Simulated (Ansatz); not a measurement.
C4H9OSn (SMILES CC(C)(C)[O][Sn+]), charge +1, singlet, at a GFN2-xTB geometry (such geometries of metal compounds can be far from the true shape) (all electrons, no relativity). Base run: B3LYP/STO-3G (Ansatz, a program for electronic structure).

Here is a job for Ansatz.
Ansatz 0.2 input:
```yaml
crystal:
  periodic: [false, false, false]
  atoms:
    - {symbol: Sn, position_ang: [0.57860348, 0.99037821, 0.99602755]}
    - {symbol: O, position_ang: [-0.13951525, -0.23880407, -0.24016626]}
    - {symbol: C, position_ang: [-0.69301889, -1.18621963, -1.19298609]}
    - {symbol: C, position_ang: [0.35754660, -2.26620988, -1.41139384]}
    - {symbol: C, position_ang: [-1.96370062, -1.75208190, -0.57416742]}
    - {symbol: C, position_ang: [-0.98384300, -0.41492838, -2.47294697]}
    - {symbol: H, position_ang: [0.00267037, -3.01018296, -2.11844506]}
    - {symbol: H, position_ang: [0.57924891, -2.75285016, -0.46071701]}
    - {symbol: H, position_ang: [1.26974182, -1.81057548, -1.79876224]}
    - {symbol: H, position_ang: [-1.71926578, -2.24375716, 0.36831025]}
    - {symbol: H, position_ang: [-2.42869660, -2.47166480, -1.24150070]}
    - {symbol: H, position_ang: [-2.66452557, -0.93918319, -0.37975242]}
    - {symbol: H, position_ang: [-0.05851124, 0.02257598, -2.84991934]}
    - {symbol: H, position_ang: [-1.69426393, 0.38487527, -2.25993678]}
    - {symbol: H, position_ang: [-1.40235463, -1.07107684, -3.23035818]}
basis:
  gaussian:
    orbitals: STO-3G
hamiltonian:
  xc: b3lyp
total_charge: 1
```

The base run was repeated with changes; each row names its change, and settings that it needs were set with it.

```tsv
change	basis functions	E (Eh)
base	61	-6195.31356
basis = ANO-RCC-VDZP; relativity = none	158	-6087.07144
basis = x2c-SVPall; relativity = spin-free X2C; nucleus = Gaussian	151	-6408.70145
basis = ANO-RCC-VDZP; relativity = spin-free X2C	158	-6409.61948
basis = x2c-SVPall; relativity = spin-free X2C	151	-6408.82719
basis = ANO-RCC-VDZP; relativity = spin-free X2C; nucleus = Gaussian	158	-6409.45217
basis = jorge-DZP-DKH; relativity = spin-free X2C; nucleus = Gaussian	168	-6404.36511
basis = jorge-DZP-DKH; relativity = spin-free X2C	168	-6404.50769
basis = jorge-DZP-DKH; relativity = none	168	-6198.18549
basis = x2c-SVPall; relativity = none	151	-6124.33326
```

Totals shift with the method and basis; they matter in differences.

Ansatz warned in this series: the basis is contracted for relativity, which the run leaves out.

Basis sets contracted for a relativistic Hamiltonian are a mismatch without it, so the rows without relativity aren't non-relativistic limits. No row has spin-orbit coupling; sets with core potentials leave out the core electrons.
